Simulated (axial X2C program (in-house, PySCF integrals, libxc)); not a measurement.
# RuH⁺: nuclear properties from DFT to coupled cluster

Calculated with an in-house all-electron X2C program for linear molecules (integrals from PySCF): two-component X2C with atomic mean-field Coulomb and Gaunt terms, Gaussian nuclei, basis Ru dyall-acv3z, H dyall-av3z with contracted cores.

R = 1.601 Å (near the PBE0 minimum at charge 1 of the determinant lowest at the starting distance; the state shown can have its own minimum elsewhere); state Ω = 3 (⟨Sz⟩ = 1.99, ⟨Lz⟩ = 1.01 at PBE0).

```
level  Eeff magnitude (GV/cm)  Ws magnitude Ru (kHz)  A∥/gI Ru (MHz)  qzz Ru (a.u.)  A∥/gI H (MHz)
 PBE0                    3.96                  0.614             756          -3.63            4.8
   HF                    3.87                  0.582             487          -3.65          -4.12
B3LYP                    3.78                  0.586             793          -3.64           5.32
```

Eeff is the effective electric field on the electron electric dipole moment in this Ω state and Ws the scalar–pseudoscalar constant of the nucleus named (defined with the proton number Z and per Ω); A∥ (defined per Ω) follows by multiplying with gI = μI/(I μN); qzz is the electric field gradient, eQq0 = 234.96 MHz × Q/barn × qzz. The operators were transformed with the bare-nucleus X2C matrices; with these basis sets, hyperfine constants and field gradients can be off by tens of per cent, and where levels differ in sign neither size nor sign is settled.

Finite-field MP2, CCSD and CCSD(T), with 16 electrons correlated in 130 natural virtual spinors (MP2 remainder added):

| level | Eeff magnitude (GV/cm) | Ws magnitude Ru (kHz) | A∥/gI Ru (MHz) | qzz Ru (a.u.) | A∥/gI H (MHz) |
| --- | --- | --- | --- | --- | --- |
| MP2 | 4.31 | 0.665 | 642 | -3.54 | 6.99 |
| CCSD | 3.99 | 0.616 | 664 | -3.61 | 3.84 |
| CCSD(T) | 3.88 | 0.601 | 688 | -3.57 | 4.32 |

T1 = 0.027 (Lee–Taylor). One unrestricted determinant, the lowest of a limited PBE0 search, is the reference; the functionals treat spin collinearly. With several open shells it need not be a pure state. Correlation of the inner shells is missing, which matters for properties at the nucleus. Number of frozen shells: Ru 3 s, 2 p, 1 d; H none.

By how much does correlation change each value, CCSD(T) against HF?

Eeff magnitude 0 %; Ws magnitude Ru 3 %; A∥/gI Ru 41 %; qzz Ru -2 %; A∥/gI H from -4.12 to 4.32, a change of sign.
